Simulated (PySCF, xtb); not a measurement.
Sn(H)(F)(NH2)2 (FH₅N₂Sn), SMILES [NH2][SnH]([NH2])[F]. One conformer was computed; it need not be the lowest.

Harmonic wavenumbers (cm⁻¹) from GFN2-xTB in xtb at its own minimum, in rising order: 96, 121, 135, 148, 167, 380, 442, 475, 485, 537, 698, 704, 765, 794, 1459, 1465, 1563, 3388, 3396, 3419, 3427.

**Question.** What does PySCF with B3LYP-D3(BJ)/def2-SVP give at its own minimum? (An estimate is asked for; the answer gives what the named calculation found.)

**Answer.** 98, 129, 155, 182, 191, 502, 531, 540, 595, 604, 643, 649, 835, 871, 1533, 1543, 1949, 3503, 3506, 3599, 3599. Paired by order, the mean absolute difference is 91 cm⁻¹ and the zero-point energies are 34.4 and 36.8 kcal/mol.
